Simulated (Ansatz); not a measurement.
One change: `C[Si](C)(C)Cl` becomes `C[Si](C)(C)[Ga]([Cl])[Cl]`.

Ansatz, PBE0-D4/def2-TZVP geometries, multiplicity 1. Each molecule was computed in one conformer, which needn't be the lowest.

Scalar relativity is left out up to krypton.

```csv
property,`C[Si](C)(C)Cl`
HOMO–LUMO gap (B3LYP/def2-TZVPP) / eV,8.67
HOMO–LUMO gap (ωB97M-V/def2-TZVPP) / eV,12.84
HOMO energy (ωB97M-V/def2-TZVPP) / eV,-10.58
size of the dipole moment (PBE/def2-TZVPP) / D,2.11
HOMO energy (PBE/def2-TZVPP) / eV,-6.99
LUMO energy (ωB97M-V/def2-TZVPP) / eV,2.26
```

(1) Give the same properties after the change, and the shifts. (Best estimate.)

Results:

(1) The calculation gave: 
```
                                      property  `C[Si](C)(C)[Ga]([Cl])[Cl]`  shift
         HOMO–LUMO gap (B3LYP/def2-TZVPP) / eV                         5.59  -3.08
       HOMO–LUMO gap (ωB97M-V/def2-TZVPP) / eV                         9.70  -3.14
         HOMO energy (ωB97M-V/def2-TZVPP) / eV                        -9.66   0.92
size of the dipole moment (PBE/def2-TZVPP) / D                         4.46   2.35
             HOMO energy (PBE/def2-TZVPP) / eV                        -6.54   0.45
         LUMO energy (ωB97M-V/def2-TZVPP) / eV                         0.04  -2.22
```

With PBE0 the HOMO rises by 0.67 eV and the LUMO falls by 2.56 eV, so the gap narrows by about 3.23 eV. PBE moves the HOMO by 0.45 eV and ωB97M-V by 0.92 eV. Dipoles are sizes alone; their direction can turn.

B3LYP here is the variant with VWN-RPA as its local correlation; programs differ in this.
